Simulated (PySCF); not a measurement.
C3H7BN2, SMILES C1NB(C1=C)N. Atoms are numbered in the order given.

```xyz
13

C      1.2817    -1.7194     0.0000
C      0.3248    -0.7784     0.0000
C     -1.2081    -0.9075     0.0000
N     -1.3301     0.5593     0.0000
B      0.0859     0.7925     0.0000
N      0.8792     1.9599     0.0000
H      2.3514    -1.4500     0.0000
H      1.0481    -2.7993     0.0000
H     -1.6281    -1.4106    -0.9040
H     -1.6281    -1.4106     0.9040
H     -2.2056     1.0793     0.0000
H      1.8958     1.9197     0.0000
H      0.5024     2.9060     0.0000
```

Geometry: PBE-D3(BJ)/def2-SVP. The structure was generated by enumeration, and PubChem lists no compound with its InChIKey, so it may never have been made. Other conformers were not sampled.

These are PBE/def2-TZVP (PySCF) values and carry that method's errors.

Isolated molecule, no solvent.

- total energy: -252.68004 hartree
- point group: Cs
- highest occupied level: -5.30 eV
- lowest empty level: -1.11 eV
- orbital gap: 4.20 eV
- dipole moment: 1.52 D
- quadrupole, principal values (traceless, Buckingham form, about the centre of nuclear charge): -9.48, 3.53, 5.95 D·Å
- mean static polarisability: 68.0 bohr³ (10.07 Å³)
- polarisability, principal values: 45.6, 74.5, 83.8 bohr³
